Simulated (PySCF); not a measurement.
Unknown compound

An unknown has the formula C$_{3}$H$_{5}$F$_{3}$O$_{2}$Si. Its calculated NMR data are:

¹H NMR (500 MHz, computed): δ 4.92 (s, 3H), 3.19 (m, 2H).

¹³C{¹H} NMR (computed): δ 170.2 (C), 133.2 (C), 45.6 (CH2).

- coordinates at the GFN2-xTB level
- PBE0/pcSseg-1 with gauge-including orbitals
- code: PySCF 2.14.0 with density-fitted response routines
- a single conformation, averaged over atoms made equivalent by symmetry, fast rotation or ring inversion, isolated molecule, relativity neglected

Shifts are taken against calculated references (same method and geometry level): ¹H (σ = 31.72 ppm) and ¹³C (σ = 186.93 ppm) vs TMS.

**Question.** What is the structure?

**Answer.** 
- The formula gives 1 degree of unsaturation (no ring in the answer).
- 3 carbon signals for 3 carbons: no two carbons are equivalent.
- Carbon types of the structure: 2 × C, 1 × CH2, leaving 3 H on heteroatoms.
- δC 170.2: carbonyl carbon.
- δC 133.2: CF3 carbon; 3 electronegative neighbours deshield it.
- δC 45.6: sp3 CH2 α to a carbonyl; the adjacent C=O deshields it moderately.
- δH 4.92: hydrogen on a silicon bonded to O.
- δH 3.19: hydrogen on an sp3 CH2 α to a carbonyl; α to C=O.

The compound is SMILES O=C(CC(F)(F)F)O[SiH3].

This is the structure that produced the data.

Splittings by ¹⁹F in the carbon and heteronuclear signals aren't shown, as no couplings were computed. Shifts are as computed. Against solution values, carbons near 30 ppm lie about +3 ppm off and those near 130 ppm about +5 ppm. Of 1211 compounds with measured shifts, 218 miss one by over three times the rms of a fit or turn the order of signals round; such compounds aren't used in these exercises. No couplings were computed; multiplicities are counted from neighbouring protons, with m where these are inequivalent, close in shift, in a saturated or five-membered ring or joined by F or P, and br s for small geminal =CH2 splittings.
